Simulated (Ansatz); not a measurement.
Cartesian coordinates (Å):
```xyz
6

Nb     0.0102    -0.0380    -0.0177
Cl    -1.4461    -1.1051     1.3808
Cl     1.1346    -1.3914    -1.4735
F      0.2623     1.7998     0.0259
F      1.3985    -0.1544     1.2491
F     -1.3500     0.2825    -1.2796
```
Charge 0, multiplicity 1.

Computed with frozen-core CCSD(T)/def2-TZVPP // PBE-D3(BJ)/def2-SVP (Ansatz, a program for electronic structure).

The HF energy is -1274.13085 Ha and the MP2 correlation energy is -1.59700 Ha.

Question: Estimate the CCSD correlation energy, the (T) correction, the total energy and the T1 diagnostic.

Answer: 
```json
{
  "CCSD correlation energy": "-1.59402 Ha",
  "(T) correction": "-0.07437 Ha",
  "CCSD(T) total energy": "-1275.79924 Ha",
  "T1 diagnostic": "0.021"
}
```
